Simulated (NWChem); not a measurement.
System: SiH2I, doublet; SMILES I[SiH2]

Excerpt of the output:

```
             Northwest Computational Chemistry Package (NWChem) 7.3.0
             --------------------------------------------------------

 CS  symmetry detected

                             Geometry "geometry" -> ""
                             -------------------------

 Output coordinates in angstroms (scale by  1.889725989 to convert to a.u.)

  No.       Tag          Charge          X              Y              Z
 ---- ---------------- ---------- -------------- -------------- --------------
    1 Si                  14.0000     0.06370314    -1.86064101     0.00000000
    2 I                   53.0000     0.00668947     0.58074111     0.00000000
    3 H                    1.0000    -0.62319285    -2.36515237     1.22968300
    4 H                    1.0000    -0.62319285    -2.36515237    -1.22968300

 Effective nuclear repulsion energy (a.u.)     188.1447343327

      Symmetry information
      --------------------

 Group name             Cs
 Group number              2
 Group order               2
 No. of unique centers     3

 Summary of "ao basis" -> "ao basis" (spherical)
 ------------------------------------------------------------------------------
       Tag                 Description            Shells   Functions and Types
 ---------------- ------------------------------  ------  ---------------------
 Si                         def2-svp                 8       18   4s3p1d
 I                          def2-svp                10       26   4s4p2d
 H                          def2-svp                 3        5   2s1p

      Symmetry analysis of basis
      --------------------------

        a'         36
        a"         18

            General Information
            -------------------
          SCF calculation type: DFT
          Wavefunction type:  spin polarized.
          No. of atoms     :     4
          No. of electrons :    41
           Alpha electrons :    21
            Beta electrons :    20
          Charge           :     0
          Spin multiplicity:     2
          Use of symmetry is: on ; symmetry adaption is: on
          Maximum number of iterations: 150
          AO basis - number of functions:    54
                     number of shells:    24
          Convergence on energy requested:  1.00D-06
          Convergence on density requested:  1.00D-05
          Convergence on gradient requested:  5.00D-04

              XC Information
              --------------
          PerdewBurkeErnzerhof Exchange Functional  1.000
            Perdew 1991 LDA Correlation Functional  1.000 local
           PerdewBurkeErnz. Correlation Functional  1.000 non-local

             Grid Information
             ----------------
          Grid used for XC integration:  medium
          Radial quadrature: Mura-Knowles
          Angular quadrature: Lebedev.
          Tag              B.-S. Rad. Rad. Pts. Rad. Cut. Ang. Pts.
          ---              ---------- --------- --------- ---------
          Si                  1.10       88           9.0       590
          I                   1.40      123          10.0       590
          H                   0.35       45          10.0       434
          Grid pruning is: on
          Number of quadrature shells:   256
          Spatial weights used:  Erf1

      Superposition of Atomic Density Guess
      -------------------------------------

 Sum of atomic energies:        -636.86422223

      Non-variational initial energy
      ------------------------------

 Total energy =    -586.647585
 1-e energy   =   -1106.576411
 2-e energy   =     425.835669
 HOMO         =      -0.139666
 LUMO         =       0.043062

   Symmetry analysis of molecular orbitals - initial alpha
   -------------------------------------------------------

  Numbering of irreducible representations:

     1 a'          2 a"

  Orbital symmetries:

     1 a'          2 a'          3 a'          4 a'          5 a"
     6 a'          7 a"          8 a'          9 a'         10 a'
    11 a"         12 a'         13 a"         14 a'         15 a'
    16 a'         17 a"         18 a'         19 a'         20 a"
    21 a'         22 a'         23 a'         24 a"         25 a'
    26 a'         27 a"         28 a'         29 a'         30 a"
    31 a'

   Symmetry analysis of molecular orbitals - initial beta
   ------------------------------------------------------

  Numbering of irreducible representations:

     1 a'          2 a"

  Orbital symmetries:

     1 a'          2 a'          3 a'          4 a'          5 a"
     6 a'          7 a"          8 a'          9 a'         10 a'
    11 a"         12 a'         13 a"         14 a'         15 a'
    16 a'         17 a"         18 a'         19 a'         20 a"
    21 a'         22 a'         23 a'         24 a"         25 a'
    26 a'         27 a"         28 a'         29 a'         30 a"
    31 a'

     ---------------------------------------------
      Total Density - Mulliken Population Analysis
     ---------------------------------------------

    Atom       Charge   Shell Charges
 -----------   ------   -------------------------------------------------------
    1 Si  14    13.55   2.00  1.99  1.07  0.38  5.93  0.92  1.17  0.09
    2 I   25    25.32   1.83  0.22  1.23  0.67  2.92  3.13  2.64  2.66  9.82  0.20
    3 H    1     1.06   0.68  0.37  0.01
    4 H    1     1.06   0.68  0.37  0.01

     --------------------------------------------
      Spin Density - Mulliken Population Analysis
     --------------------------------------------

    Atom       Charge   Shell Charges
 -----------   ------   -------------------------------------------------------
    1 Si  14     0.78   0.00  0.00  0.08  0.08  0.00  0.19  0.42  0.00
    2 I   25     0.11  -0.00  0.00  0.00 -0.00 -0.00  0.01  0.06  0.04  0.00  0.01
    3 H    1     0.05   0.03  0.02  0.00
    4 H    1     0.05   0.03  0.02  0.00

[...]
```

Level: PBE/def2-SVP with def2 effective core potentials on I, spin-unrestricted. In the optimisation the excess spin sits in a' (Cs, its own frame). Coordinates come from a PBE0/def2-SVP, spin-unrestricted optimisation. No frequency run checked for a minimum. No stability test was run on the SCF state. def2 effective core potentials on I; no spin-orbit coupling.

Q: Reconstruct the input file.

A: Several could match; the one computed here: the input that was run:
```
start job
memory heap 200 mb stack 900 mb global 1100 mb
geometry units angstroms noautoz
  Si     0.084847     1.849800     0.000000
  I      0.010771    -0.591124     0.000000
  H     -0.598506     2.359100     1.229683
  H     -0.598506     2.359100    -1.229683
end
basis spherical
  * library def2-svp
end
ecp
  I library def2-ecp
end
dft
  odft
  mult 2
  xc xpbe96 cpbe96
  iterations 150
  mulliken
end
task dft energy
```
